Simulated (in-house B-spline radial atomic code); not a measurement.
A fraction x of an electron is removed from 4p in Kr⁺, starting from [Ar] 3d10 4s2 4p5 and keeping the highest spin. Level of theory: non-relativistic OLYP, spin-polarised, spherical fractional occupations, point nucleus; calculated with a radial B-spline atomic code at the basis-set limit.

| x | E(x) - E(0) (eV) | 4p down level (eV) |
| --- | --- | --- |
| 0 | 0.0000 | -19.001 |
| 0.03 | 0.5747 | -19.309 |
| 0.22 | 4.4297 | -21.275 |
| 0.35 | 7.2837 | -22.634 |
| 0.4 | 8.4286 | -23.160 |
| 0.5 | 10.7973 | -24.216 |
| 0.52 | 11.2838 | -24.428 |
| 0.63 | 14.0351 | -25.598 |
| 0.83 | 19.3686 | -27.740 |
| 0.96 | 23.0658 | -29.142 |
| 1 | 24.2401 | -29.575 |

The exact functional would give a straight line between the two integer points. Deviations E(x) - E(0) - x[E(1) - E(0)], in eV: -0.153 at x = 0.03, -0.903 at x = 0.22, -1.2 at x = 0.35, -1.267 at x = 0.4, -1.323 at x = 0.5, -1.321 at x = 0.52, -1.236 at x = 0.63, -0.751 at x = 0.83, -0.205 at x = 0.96.

The curve lies below the straight line by up to 1.323 eV (at x = 0.5): convex, the delocalisation error that favours fractional charges.

(1) How well does Slater's transition state (minus the level at half occupation) give the ionisation energy?

## Answers

(1) It gives 24.216 eV against 24.240 eV from the two total energies; NIST lists 24.36 eV, ground level to ground level.
